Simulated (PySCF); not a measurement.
# Electron correlation in Tc (technetium, neutral)

[Kr] 4d5 5s2, high-spin 6S determinant. Calculation: PySCF 2.14, in def2-TZVPPD with the def2 core potential (28 electrons) (6s4p3d2f1g, 56 functions); scalar relativity through the core potential. Frozen: nothing; 15 electrons correlated.

| level | correlation energy (mhartree) |
| --- | --- |
| CCSD | -416.45 |
| (T) | -14.24 |
| CCSD(T) | -430.69 |

Diagnostics: T1 = 0.021, D1 = 0.1043, largest double amplitude 0.076.

Problem. Is a single reference adequate?

Solution. Mostly. T1 lies below 0.03, but a double amplitude of this size points to a near-degeneracy that CCSD handles and MP2 describes poorly.

The basis has no tight functions for the innermost shells, so their pair energies are far from complete.

This basis was not built for core-valence correlation, so the inner-shell part is incomplete.
